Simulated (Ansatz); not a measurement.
Geometry optimisation, RKS LDA/STO-3G (Ansatz).

Input file:

```yaml
crystal:
  periodic: [false, false, false]
  atoms:
    - { symbol: B, position_ang: [-1.3164, 0.9926, 0.7104] }
    - { symbol: C, position_ang: [-0.1346, 0.0805, 1.015] }
    - { symbol: C, position_ang: [0.6298, -0.1863, -0.2401] }
    - { symbol: "N", position_ang: [1.7646, 0.5608, -0.508] }
    - { symbol: "N", position_ang: [0.2571, -1.2312, -1.1424] }
    - { symbol: H, position_ang: [-2.1013, 1.366, 1.5663] }
    - { symbol: H, position_ang: [-1.5315, 1.4412, -0.3928] }
    - { symbol: H, position_ang: [-0.4731, -0.8551, 1.4272] }
    - { symbol: H, position_ang: [0.5143, 0.5837, 1.8258] }
    - { symbol: H, position_ang: [2.2572, 0.4022, -1.3468] }
    - { symbol: H, position_ang: [0.7799, -1.4137, -1.9802] }
    - { symbol: H, position_ang: [-0.5689, -1.7959, -0.9004] }
basis:
  gaussian: { orbitals: STO-3G }
hamiltonian:
  xc: lda
relax:
  f_tol: 0.02
  max_steps: 40
scf:
  lower_state_search: "off"
```

Run as:

```bash
$ ansatz run input.yaml --threads 1 --pin off --max-ram 2048MiB --backend cpu --events-out ev --progress --plain --runs-dir out
```

Problem. Where does it end, and by what steps?

Solution. The forces met the threshold. Limits of this set-up: minimal basis. After 18 steps the energy has fallen by 1.019 eV; H7 moved furthest, 1.08 Å.

```tsv
step	energy less start (eV)	largest force component (eV/Å)	accepted
0	0.0000	6.419	yes
1	-0.8577	1.563	yes
2	-0.8869	0.868	yes
3	-0.9268	0.488	yes
4	-0.9401	0.279	yes
5	-0.9537	0.623	yes
6	-0.9640	0.524	yes
7	-0.9875	0.175	yes
8	-0.9847	0.922	no
9	-0.9937	0.114	yes
10	-1.0002	0.105	yes
11	-1.0043	0.266	yes
12	-1.0114	0.286	yes
13	-1.0117	0.252	yes
14	-1.0085	0.412	no
15	-1.0164	0.198	yes
16	-1.0183	0.104	yes
17	-1.0188	0.044	yes
18	-1.0190	0.018	yes
```

```xyz
12
Properties=species:S:1:pos:R:3
B -1.474 0.760 0.694
C -0.047 0.231 0.975
C 0.824 -0.167 -0.223
N 2.068 0.279 -0.266
N 0.196 -1.067 -1.124
H -2.043 1.386 1.513
H -2.038 0.493 -0.308
H -0.232 -0.687 1.588
H 0.547 0.898 1.627
H 2.480 -0.120 -1.182
H 0.642 -1.112 -2.072
H -0.845 -0.949 -1.187
```

Whether the end is a true minimum wasn't checked by a vibrational analysis.

The run took 46 s on 1 thread of Arm Neoverse N1 (shared host), peak memory 0.11 GiB.
